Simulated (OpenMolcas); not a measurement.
**Lines of W2+: computed and rescaled rates**

```
Program             : OpenMolcas 26.06
Method              : MS-CASPT2, IPEA 0.25 Eh, imaginary shift 0.1 Eh (closed shells correlated: 5s 5p)
Basis               : ANO-RCC-VQZP [9s8p6d4f3g2h]
Scalar Hamiltonian  : DKH2, point nucleus
Active space        : 4 electrons in 10 orbitals (5d 6d)
State averaging     : 2S+1 = 5 even, 5 roots; 2S+1 = 3 even, 45 roots; 2S+1 = 1 even, 50 roots
Spin-orbit coupling : state interaction with AMFI integrals over the reference wave functions, term energies averaged over their components
```

Rates come from the transition moments of the reference wave functions (E1 and E2 in the length form). At fixed line strength A goes as λ^-3 for E1 and M1 and as λ^-5 for E2, so a rate at the computed wavelength can be rescaled to the measured one. Measured vacuum wavelengths follow from level energies in NIST levels as listed in McCann et al., Mon. Not. R. Astron. Soc. 538, 537 (2025). Branching counts decays inside the model space alone, at computed energies, and the table is only a selection of the M1 lines, drawn from those between levels with measured partners whose computed energy lies within a factor of 1.5 of the measured one.

```csv
Upper,Lower,Type,λ computed (nm),λ measured (nm),A computed (s-1),A rescaled (s-1),Branching %
5d⁴ ³P₀(1) [57 %],5d⁴ ⁵D₁,M1,1129,1308,1.51e+01,,100.0
5d⁴ ³P₁(1),5d⁴ ⁵D₂,M1,987.8,1188,8.88e+00,,89.5
5d⁴ ³H₄ [58 %],5d⁴ ⁵D₄,M1,1566,1663,1.87e+00,,77.2
5d⁴ ⁵D₁,5d⁴ ⁵D₀ [65 %],M1,3907,4432,6.88e-01,4.71e-01,100.0
5d⁴ ⁵D₂,5d⁴ ⁵D₁,M1,4137,4535,6.86e-01,5.21e-01,100.0
5d⁴ ³H₄ [58 %],5d⁴ ⁵D₃,M1,1268,1347,5.51e-01,,22.8
5d⁴ ⁵D₃,5d⁴ ⁵D₂,M1,5120,5505,3.15e-01,2.53e-01,100.0
5d⁴ ⁵D₄,5d⁴ ⁵D₃,M1,6674,7098,8.07e-02,6.71e-02,100.0
```

Spin-changing lines and M1 lines between different terms are not rescaled, since their strength hangs on the term gaps too.

The largest correction is for 5d⁴ ⁵D₁ → 5d⁴ ⁵D₀ [65 %] (M1): 6.88e-01 × (3907 / 4432)^3 = 4.71e-01 s-1, a factor of 0.69.

The computed order of these levels differs from the measured one in 1 place, and where term gaps are wrong the rates of spin-changing lines can be off by large factors.

These are rates of the free ion; in crystals, glasses and complexes forced electric-dipole and non-radiative decay shorten such lifetimes by orders of magnitude. No measured rate stands beside these. Rescaling mends the energy factor alone: line strengths can still be far off where a level mixes with configurations outside the active space, and weak or spin-changing lines hang on small mixing coefficients that depend on the term gaps too, so rescaling need not improve them.

CASPT2 breaks the degeneracy within a term, and the mean is taken; among the terms shown or strongly mixed into the levels shown the widest spread is 370 cm-1 (5d⁴ ¹G(1)). Over all roots computed the reference weight is 0.88 to 0.95; the roots of lowest weight are the least certain, and an intruder state may touch them. Active for correlation alone: 6d; no level in the range computed is led by a configuration that fills it, so any true level of that kind is missing. The CASPT2 spread within a term exceeds the gap to the next term for 5d⁴ ³H and 5d⁴ ³F(1), so the order of their levels is uncertain, and so are names and mixing where such terms share a J. Some terms miss by over 15 % even with CASPT2, which points to a basis or an active space too small for the shells correlated. Measured partners are found by configuration, term and J. A level has none where our copy of the source lacks it or the pairing is in doubt (some pairs that miss far off the trend of their configuration count as doubtful). Only configurations of the active space appear.

A share in square brackets marks a mixed level and gives the weight of the term that names it. A number in round brackets counts repeated terms of one configuration in the order of the reference energies.
